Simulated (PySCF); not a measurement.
**Worked example: oscillator strength and radiative lifetime**

disulfane (H2S2), SMILES SS.

Geometry: PBE0-D3(BJ)/def2-TZVP.

TDDFT-CAM-B3LYP/def2-TZVPD (PySCF) puts the first singlet state with f over 0.02 at 7.79 eV (vertical), with the transition dipole (1.011, 0.011, 0.000) in atomic units.

Task: Find the oscillator strength, the wavelength and the radiative lifetime that this transition would have in vacuum if emission retraced absorption.

Result: 
|μ|² = 1.0222 au, so |μ| = 2.57 D. ΔE = 7.79/27.211 = 0.2863 hartree. f = (2/3) ΔE |μ|² = 0.195 (the program prints 0.195).
λ = 1239.84/7.79 = 159 nm; ν = 62831 cm⁻¹.
Einstein's coefficient A = 0.6670 ν² f s⁻¹ (ν in cm⁻¹) = 5.1e8 s⁻¹, so τ = 1/A = 1.9 ns. This state is S9; the lower singlets have f = 0.011, 0.004, 0.010, 0.014, 0.003, 0.020, 0.011, 0.001. The figure is the radiative limit of this one transition; relaxation, internal conversion, crossing to triplets and a medium change what is measured.
